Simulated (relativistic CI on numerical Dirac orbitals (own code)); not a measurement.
Computed by Dirac-Coulomb-Breit CI, KLI orbitals optimised for each configuration, model QED (radiative potential, 1s self-energy scaled to tabulated hydrogen-like ionisation energies), unscaled Slater integrals (own radial code, finite nucleus).

The strongest absorption lines from the ground level of an ion, among the configurations computed and to levels below about 166 eV (vacuum wavelength in nm, gf): 7.5693 (0.16), 7.5937 (5.8e-05), 8.7561 (0.009), 8.9144 (2.4e-05), 9.7123 (0.0027), 9.7326 (0.5), 43.923 (0.4), 88.614 (5e-06).

(1) Which ion is it?
A. Ne⁴⁺
B. Ne⁶⁺
C. Ne⁸⁺
D. Mg⁸⁺

Results:

(1) B. Ne⁶⁺ has 4 electrons and the ground level 2s2 1S_0; the strongest line goes to 2s 3p 1P°_1. The pattern of lines fixes the number of electrons, and along that sequence the line energies rise steadily with the charge (about as its square where n changes within one kind of shell, about linearly where n is kept but much faster in heavy ions where fine structure, which grows about as Z⁴, sets the gap, and irregularly where shells cross), which fixes Z. Configurations outside the model, such as inner-shell arrays, can give stronger lines. At this charge configurations can still be misplaced by up to about 7 % of their energy. 9 of the 9 excited levels that our extract of the measured tables holds in this range could be paired (the sources list more); they are missed by 4862 cm⁻¹ on average and 19007 at most, and levels without a partner can miss by more.
